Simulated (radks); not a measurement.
The numbers below are computed, except where a source is named.
Question: The mean radii <r> (bohr) of the occupied orbitals of an atom or ion are listed with their occupations. Code: a radial shooting solver on a logarithmic mesh with Libxc functionals. Model: scalar-relativistic Kohn-Sham, LDA (Slater exchange, VWN5 correlation), spin-polarised, spherical densities, finite nucleus; Fermi nuclear charge, rms radius of each element as measured or else 0.836 A^(1/3) + 0.57 fm.

| orbital | occ. | <r> |
|---|---|---|
| 1s | 2 | 0.02498 |
| 2s | 2 | 0.1018 |

Name the element and its charge. Open shells, if any, are filled with parallel spins first.

Answer: Z = 57, lanthanum, charge +53: La53+ in [He] 2s2. The 1s radius gives Z: for a bare nucleus <r> = (2 gamma + 1)/(2Z) with gamma = sqrt(1 - (Z/c)^2), 0.02473 bohr for Z = 57, and screening makes it slightly larger (0.02498 here). The occupations add up to 4, and the charge is Z minus that.
